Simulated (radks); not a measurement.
Results of a calculation; reference values are marked as such.
Valence configurations of Ta IV (all share [Xe]). Code: a radial shooting solver on a logarithmic mesh with Libxc functionals. Model: scalar-relativistic Kohn-Sham, PBE, spin-polarised, spherical densities, point nucleus; open shells are filled with parallel spins first (spin-orbit coupling, left out, can overturn this in heavy ions). Order these by energy: 4f12 5d2 6p2; 4f13.5 5d2 6s0.5; 4f12 5d4; 4f14 5d1 6s1; 4f13 5d3; 4f14 6p2; 4f14 5d2; 4f13.5 5d2 6p0.5; 4f13 5d2 6s1; 4f14 6s0.5 6p1.5.

Answer. From the lowest, in eV above it: 4f14 5d2 0.000; 4f14 5d1 6s1 2.474; 4f13.5 5d2 6s0.5 13.667; 4f14 6s0.5 6p1.5 17.255; 4f13.5 5d2 6p0.5 17.436; 4f14 6p2 21.132; 4f13 5d3 25.938; 4f13 5d2 6s1 29.713; 4f12 5d4 58.335; 4f12 5d2 6p2 86.528. NIST lists [Xe] 4f14 5d2 as the ground configuration; this level of theory agrees among the configurations tried. The energies are those of spherical high-spin densities, not of single terms.
